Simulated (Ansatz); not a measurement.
Isolated molecules relaxed with PBE0-D4/def2-TZVP in Ansatz; ΔE leaves out vibrations. CCSD(T)/CBS adds triple-zeta CCSD(T) − MP2 to the extrapolated MP2 energy (def2 sets, frozen cores). DFT in def2-TZVPP. B3LYP here is the variant with VWN-RPA as its local correlation; programs differ in this. One conformer a species, not always the lowest.

`BCO/C=N/C` → `BC(O)C(=C)N`  (isomerisation)

CCSD(T)/CBS gives -18.1 kJ/mol.

(1) Another level gave -10.0 kJ/mol. Which?
A. B3LYP/def2-TZVPP
B. B2PLYP/def2-TZVPP
C. HF/def2-TZVPP
D. SCS-MP2/def2-TZVPP

Largest T1 diagnostic among the species: 0.013.

Results:

(1) D. SCS-MP2/def2-TZVPP -10.0, B2PLYP -4.6, HF/def2-TZVPP 5.0, B3LYP 0.7 kJ/mol.

In def2-TZVPP, CCSD(T) changes the Hartree–Fock value by −17.2 kJ/mol (the triples alone add −0.5 kJ/mol) and MP2 by −22.9 kJ/mol. From PBE to PBE0 (25 % exact exchange), in def2-TZVPP and without D4, ΔE moves by −4.7 kJ/mol.
